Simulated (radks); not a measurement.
The numbers below are computed, except where a source is named.
How relativity changes the ionisation of neutral tungsten ([Xe] 4f14 5d4 6s2) to W+ ([Xe] 4f14 5d4 6s1). Spin-unpolarised spherical Kohn-Sham, PBEsol, point nucleus unless stated (finite: rms radius 5.3658 fm), a radial shooting solver on a logarithmic mesh with Libxc functionals. A level marked "c x" has the speed of light scaled by that factor and shares open shells by 2j + 1; other Dirac levels either fill j = l - 1/2 first or share by 2j + 1.

| level | E(W) (hartree) | E(W+) (hartree) | IE (eV) | HOMO | <r> HOMO (bohr) |
|---|---|---|---|---|---|
| non-rel. | -15287.1232 | -15286.8404 | 7.694 | 6s | 3.506 |
| scalar-rel. | -16137.7671 | -16137.4391 | 8.925 | 5d | 2.072 |
| scalar-rel., finite nucleus | -16135.2443 | -16134.9164 | 8.922 | 5d | 2.071 |
| Dirac, 2j+1 shares | -16161.1095 | -16160.7814 | 8.930 | 5d5/2 | 2.115 |
| Dirac, low j first | -16161.1732 | -16160.8496 | 8.806 | 5d3/2 | 2.040 |
| Dirac, 2j+1 shares, finite nucleus | -16158.5633 | -16158.2352 | 8.927 | 5d5/2 | 2.114 |
| Dirac, c x 2 | -15481.2103 | -15480.9183 | 7.946 | 6s1/2 | 3.426 |
| Dirac, c x 3 | -15371.7147 | -15371.4280 | 7.802 | 6s1/2 | 3.471 |
| Dirac, c x 10 | -15294.6318 | -15294.3487 | 7.704 | 6s1/2 | 3.503 |

NIST Atomic Spectra Database: 7.864 eV (measured). The relativistic part of the total energy of W is -871.4 hartree (Dirac, 2j+1 shares, finite nucleus), 5.7 % of the non-relativistic value. Spin polarisation and multiplet splitting of open shells are left out at every level.

Beside tabulated values, note that relativity, absent from the non-relativistic runs, is large for the heavy elements, and spin-unpolarised runs miss the spin-polarisation part of the exchange energy of open shells.
